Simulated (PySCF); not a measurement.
## Ionisation energy of Ne+ by level of theory

Ne+ [He] 2s2 2p5 (2P) → Ne(2+) [He] 2s2 2p4 (3P), as a difference of total energies. Computed with PySCF 2.14 in def2-QZVPPD, with no relativity, point nucleus. Correlated levels: valence: 1s2 frozen. The calculations carry no spin-orbit coupling.

Q: Order these methods by the ionisation energy they give, lowest first.
A. CCSD(T) (valence)
B. UHF
C. MP2 (valence)
D. CCSD (valence)

A: B (39.277 eV), D (40.802 eV), A (40.835 eV), C (40.869 eV).

Errors of the correlated levels include the incompleteness of this basis and the frozen core.

For comparison: 40.963 eV (measured; NIST Atomic Spectra Database, ionization energies).
